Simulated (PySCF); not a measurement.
## How methods differ on the ionisation energy of Tm⁵⁸⁺

Tm⁵⁸⁺ [Ne] 3s1 [3s1/2^1, M_J = 1/2] → Tm⁵⁹⁺ [Ne], as a difference of total energies. Computed with PySCF 2.14 in an uncontracted even-tempered set (18 s from 18 bohr⁻², ratio 2.4; 14 p from 23 bohr⁻², ratio 2.4; 4 d from 72 bohr⁻², ratio 2.6; 4 f from 110 bohr⁻², ratio 2.6), with the two-component X2C-1e Hamiltonian. Correlated levels: 1s2 frozen; the 54 highest virtual spinors dropped. "Screened" scales the spin-orbit matrix elements by Boettger's factors to mimic the two-electron term; Breit and QED terms are absent.

```csv
method,ionisation energy (eV)
GHF (spin-free),6027.7
GMP2 (spin-free),6028.5
GHF (screened spin-orbit),6027.3
GMP2 (screened spin-orbit),6028.1
```

Breit and QED terms and the two-electron picture change are absent.

For comparison: 6023 ± 6 eV (theoretical estimate listed by NIST; NIST Atomic Spectra Database, ionization energies).
